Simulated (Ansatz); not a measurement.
H8CuO4, charge +2, doublet (typed; the unrestricted solution is spin-contaminated), at a GFN2-xTB geometry (such geometries of metal compounds can be far from the true shape). Base run: HF/STO-3G (Ansatz, a program for electronic structure).

Here is a job for Ansatz.
Ansatz 0.2 input:
```yaml
crystal:
  periodic: [false, false, false]
  atoms:
    - {symbol: Cu, position_ang: [-0.00003912, 0.00012911, -0.00190347]}
    - {symbol: O, position_ang: [1.93234015, -0.56899821, -0.07614469]}
    - {symbol: H, position_ang: [2.26376797, -0.97268821, -0.89563409]}
    - {symbol: H, position_ang: [2.28290156, -1.10026255, 0.65821101]}
    - {symbol: O, position_ang: [0.57277042, 1.92892082, 0.12121860]}
    - {symbol: H, position_ang: [1.01483724, 2.32931521, -0.64600637]}
    - {symbol: H, position_ang: [1.06892107, 2.21107443, 0.90775358]}
    - {symbol: O, position_ang: [-1.93225192, 0.56870702, 0.08043794]}
    - {symbol: H, position_ang: [-2.29579377, 1.07839226, -0.66281920]}
    - {symbol: H, position_ang: [-2.25101438, 0.99501603, 0.89349668]}
    - {symbol: O, position_ang: [-0.57268220, -1.92921201, -0.11692536]}
    - {symbol: H, position_ang: [-1.03703389, -2.31632095, 0.64395411]}
    - {symbol: H, position_ang: [-1.04686304, -2.22361116, -0.91244693]}
basis:
  gaussian:
    orbitals: STO-3G
hamiltonian:
  xc: hf
total_charge: 2
magnetization: {spin_polarized: true, initial_magnetization: 1}
```

Each row names what was changed in the base input (with any setting that the change needs).

```json
[
 {"change": "base", "ΔE vs base (mEh)": "0.000"},
 {"change": "occupation = up:A:17 B:17 down:A:18 B:15", "ΔE vs base (mEh)": "327.5"},
 {"change": "occupation = up:A:18 B:16 down:A:18 B:15", "ΔE vs base (mEh)": "0.000"},
 {"change": "occupation = up:A:19 B:15 down:A:18 B:15", "ΔE vs base (mEh)": "86.301"},
 {"change": "symmetry_tolerance_ang = 0.01", "ΔE vs base (mEh)": "0.000"}
]
```
